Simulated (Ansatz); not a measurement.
Relaxation of a periodic cell of 17 atoms, LiBe₁₆ (host Be, host structure hcp, interstitial Li), to a largest force component of 0.03 eV/Å in at most 60 steps.

Level of theory: DFT PBE, scalar-relativistic, plane waves, PAW (Ansatz 0.2.0). Settings: cutoff 420 eV, k mesh 5x5x3, fermi-dirac smearing 0.15 eV, no spin polarisation.

```xyz
17
Lattice="-2.2900 -3.9664 0.0000 3.4350 -1.9832 0.0000 0.0000 0.0000 7.1769" Properties=species:S:1:pos:R:3
Be 0.000 -3.966 0.000
Be 0.000 -2.644 1.794
Be 0.000 -3.966 3.588
Be 0.000 -2.644 5.383
Be -1.145 -1.983 0.000
Be 2.290 -2.644 1.794
Be -1.145 -1.983 3.588
Be 2.290 -2.644 5.383
Be 1.145 -1.983 0.000
Be 1.145 -0.661 1.794
Be 1.145 -1.983 3.588
Be 1.145 -0.661 5.383
Be 0.000 0.000 0.000
Be 1.145 -4.627 1.794
Be 0.000 0.000 3.588
Be 1.145 -4.627 5.383
Li -1.120 -3.307 0.855
```

Where does it end, and by what steps?

The run converged. Limits of this set-up: coarse k mesh. After 13 steps the energy has fallen by 4.646 eV; Be5 moved furthest, 1.13 Å.

| step | energy less start (eV) | largest force component (eV/Å) | accepted |
| --- | --- | --- | --- |
| 0 | 0.0000 | 4.151 | yes |
| 1 | -1.9921 | 2.601 | yes |
| 2 | -3.6292 | 0.568 | yes |
| 3 | -3.6640 | 0.732 | yes |
| 4 | -3.8980 | 0.386 | yes |
| 5 | -3.9917 | 0.328 | yes |
| 6 | -4.1700 | 0.479 | yes |
| 7 | -4.2233 | 0.629 | yes |
| 8 | -4.4677 | 0.215 | yes |
| 9 | -4.5776 | 0.225 | yes |
| 10 | -4.6293 | 0.278 | yes |
| 11 | -4.6443 | 0.043 | yes |
| 12 | -4.6443 | 0.043 | yes |
| 13 | -4.6455 | 0.010 | yes |

```xyz
17
Lattice="-2.2900 -3.9664 0.0000 3.4350 -1.9832 0.0000 0.0000 0.0000 7.1769" Properties=species:S:1:pos:R:3
Be -0.020 -4.348 0.050
Be 0.225 -2.805 1.871
Be 0.096 -4.082 3.639
Be 0.225 -2.805 5.407
Be -1.958 -1.198 0.050
Be 2.486 -2.838 1.868
Be -1.026 -2.144 3.639
Be 2.486 -2.839 5.408
Be 0.644 -1.572 0.051
Be 1.210 -0.661 1.880
Be 1.265 -2.093 3.639
Be 1.209 -0.660 5.398
Be -0.269 -0.020 0.050
Be 1.186 -4.706 1.875
Be 0.073 -0.102 3.638
Be 1.186 -4.706 5.402
Li -0.980 -2.750 0.050
```

Whether the end is a true minimum wasn't checked by a vibrational analysis.

Run time: 3.3 min on 1 thread of Arm Neoverse V1 (shared host), peak memory 0.41 GiB.
